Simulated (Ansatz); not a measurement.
Mulliken charges of C$_{2}$H$_{4}$INO (`COC(=N)I`) from B3LYP/def2-TZVPP in Ansatz (PBE0-D4/def2-TZVP geometry).

```json
{"atom": "C1", "x (Å)": "-0.932", "y (Å)": "-0.762", "z (Å)": "-0.035", "charge (e)": "-0.174"}
{"atom": "O2", "x (Å)": "-0.582", "y (Å)": "0.587", "z (Å)": "-0.313", "charge (e)": "-0.238"}
{"atom": "C3", "x (Å)": "0.691", "y (Å)": "0.925", "z (Å)": "-0.082", "charge (e)": "0.154"}
{"atom": "N4", "x (Å)": "1.657", "y (Å)": "0.258", "z (Å)": "0.345", "charge (e)": "-0.269"}
{"atom": "I5", "x (Å)": "0.952", "y (Å)": "2.953", "z (Å)": "-0.567", "charge (e)": "0.018"}
{"atom": "H6", "x (Å)": "-1.987", "y (Å)": "-0.849", "z (Å)": "-0.279", "charge (e)": "0.137"}
{"atom": "H7", "x (Å)": "-0.779", "y (Å)": "-0.995", "z (Å)": "1.023", "charge (e)": "0.116"}
{"atom": "H8", "x (Å)": "-0.353", "y (Å)": "-1.452", "z (Å)": "-0.656", "charge (e)": "0.116"}
{"atom": "H9", "x (Å)": "1.421", "y (Å)": "-0.711", "z (Å)": "0.548", "charge (e)": "0.142"}
```

By hand: the dipole of these point charges (1 e Å = 4.8032 D).

Σ q r = (-0.223, -0.382, 0.047) e Å, of length 0.445 e Å = 2.14 D.

How does the dipole of the full density compare? (Best estimate.)

The calculation gave: (-0.449, -0.547, 0.035) e Å, 3.40 D; the point charges give 0.63 times that, at 10° from its direction.

Point charges leave out the atoms' own dipoles, such as those of lone pairs, and Mulliken's split depends on the basis, so the two needn't agree.

B3LYP here is the variant with VWN-RPA as its local correlation; programs differ in this.
